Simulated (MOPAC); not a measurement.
Input for MOPAC: PM6 on GeH4 (SMILES [GeH4]).

```
PM6 1SCF PRECISE CHARGE=0 THREADS=1
GeH4

Ge    -0.02006043 1    -0.15959238 1     3.70481969 1
H     -0.95539502 1     0.99123491 1     3.31036906 1
H      1.40590568 1     0.14446179 1     3.22442858 1
H     -0.51050886 1    -1.46905570 1     3.07253046 1
H     -0.01627015 1    -0.30704963 1     5.23644882 1
```

Output:

```
*******************************************************************************
 **                                                                           **
 **                              MOPAC v23.2.5                                **
 **                                                                           **
 *******************************************************************************
 ** MOPAC's Digital Object Identifier: https://doi.org/10.5281/zenodo.6511958 **
 **                                                                           **
 ** Please cite the open-source release paper for use of this MOPAC version:  **
 ** J. E. Moussa and J. J. P. Stewart (2026)                                  **
 ** MOPAC: An open-source semiempirical molecular orbital program             **
 ** J. Open Source Softw., 11(119), 8025, https://doi.org/10.21105/joss.08025 **
 *******************************************************************************

                              PM6 CALCULATION RESULTS

 *******************************************************************************
 *  PM6        - The PM6 Hamiltonian to be used
 *
 *
 *
 *                 CHARGE ON SYSTEM = 0
 *
 *
 *
 *  PRECISE    - TIGHTER CRITERIA TO BE USED
 *  1SCF       - DO 1 SCF AND THEN STOP
 *  THREADS=1  - MULTI-THREADING NOT USED
 *  T=         - A TIME OF 172800.0 SECONDS REQUESTED
 *  DUMP=N     - RESTART FILE WRITTEN EVERY 7200.0 SECONDS REQUESTED
 *******************************************************************************
PM6 1SCF PRECISE CHARGE=0 THREADS=1
 GeH4

   ATOM   CHEMICAL          X               Y               Z
  NUMBER   SYMBOL      (ANGSTROMS)     (ANGSTROMS)     (ANGSTROMS)

     1      Ge         -0.02006043  *  -0.15959238  *   3.70481969  *
     2       H         -0.95539502  *   0.99123491  *   3.31036906  *
     3       H          1.40590568  *   0.14446179  *   3.22442858  *
     4       H         -0.51050886  *  -1.46905570  *   3.07253046  *
     5       H         -0.01627015  *  -0.30704963  *   5.23644882  *



          CARTESIAN COORDINATES

    NO.       ATOM           X           Y           Z

     1        Ge         -0.0201     -0.1596      3.7048
     2         H         -0.9554      0.9912      3.3104
     3         H          1.4059      0.1445      3.2244
     4         H         -0.5105     -1.4691      3.0725
     5         H         -0.0163     -0.3070      5.2364

 General Reference for PM6:
 "Optimization of Parameters for Semiempirical Methods V: Modification of NDDO Approximations
 and Application to 70 Elements", J. J. P. Stewart, J. Mol. Mod., 13, 1173-1213 (2007)
 URL: https://link.springer.com/article/10.1007/s00894-007-0233-4

           Empirical Formula: H4 Ge  =     5 atoms



      MOLECULAR POINT GROUP   :   C3v


      RHF CALCULATION, NO. OF DOUBLY OCCUPIED LEVELS = 4


 -------------------------------------------------------------------------------
 PM6 1SCF PRECISE CHARGE=0 THREADS=1
 GeH4



     1SCF WAS SPECIFIED, SO BFGS WAS NOT USED
     SCF FIELD WAS ACHIEVED


                              PM6 CALCULATION
                                                       MOPAC v23.2.5 Linux




          FINAL HEAT OF FORMATION =         17.38908 KCAL/MOL =      72.75590 KJ/MOL


          COSMO AREA              =         80.10 SQUARE ANGSTROMS
          COSMO VOLUME            =         65.77 CUBIC ANGSTROMS

          IONIZATION POTENTIAL    =         12.122804 EV
          HOMO LUMO ENERGIES (EV) =        -12.123  2.319
          NO. OF FILLED LEVELS    =          4
          MOLECULAR WEIGHT        =         76.6216         POINT GROUP:  C3v

          MOLECULAR DIMENSIONS (Angstroms)

            Atom       Atom       Distance
            H     4    H     2     2.51148
            H     3    H     5     2.50493
            H     2    H     5     1.77281


          SCF CALCULATIONS        =          1





   ATOM   CHEMICAL          X               Y               Z
  NUMBER   SYMBOL      (ANGSTROMS)     (ANGSTROMS)     (ANGSTROMS)

     1      Ge         -0.02006043  *  -0.15959238  *   3.70481969  *
     2       H         -0.95539502  *   0.99123491  *   3.31036906  *
     3       H          1.40590568  *   0.14446179  *   3.22442858  *
     4       H         -0.51050886  *  -1.46905570  *   3.07253046  *
     5       H         -0.01627015  *  -0.30704963  *   5.23644882  *

                             CARTESIAN COORDINATES

   1   Ge       -0.020060430    -0.159592380     3.704819690
   2    H       -0.955395020     0.991234910     3.310369060
   3    H        1.405905680     0.144461790     3.224428580
   4    H       -0.510508860    -1.469055700     3.072530460
   5    H       -0.016270150    -0.307049630     5.236448820


           Empirical Formula: H4 Ge  =     5 atoms



      MOLECULAR POINT GROUP   :   C3v


                  EIGENVALUES
 -19.38337 -12.15992 -12.15342 -12.12280   2.31868   2.34076   2.34511   3.59617


              NET ATOMIC CHARGES AND DIPOLE CONTRIBUTIONS

  ATOM NO.   TYPE          CHARGE      No. of ELECS.   s-Pop       p-Pop
    1         Ge          -0.565378        4.5654     1.22140     3.34397
    2          H           0.141462        0.8585     0.85854
    3          H           0.141377        0.8586     0.85862
    4          H           0.141452        0.8585     0.85855
    5          H           0.141086        0.8589     0.85891
 DIPOLE           X         Y         Z       TOTAL
 POINT-CHG.     0.002    -0.001     0.014     0.014
 HYBRID         0.001    -0.000     0.003     0.003
 SUM            0.003    -0.001     0.017     0.017


          ATOMIC ORBITAL ELECTRON POPULATIONS

     Atom    s        px        py        pz
    1 Ge   1.22140   1.11439   1.11419   1.11539
    2  H   0.85854
    3  H   0.85862
    4  H   0.85855
    5  H   0.85891

 **********************
 *                    *
 * JOB ENDED NORMALLY *
 *                    *
 **********************




 == MOPAC DONE ==
```

The run finished.

Cost: about 0.03 core-seconds (a rough figure).
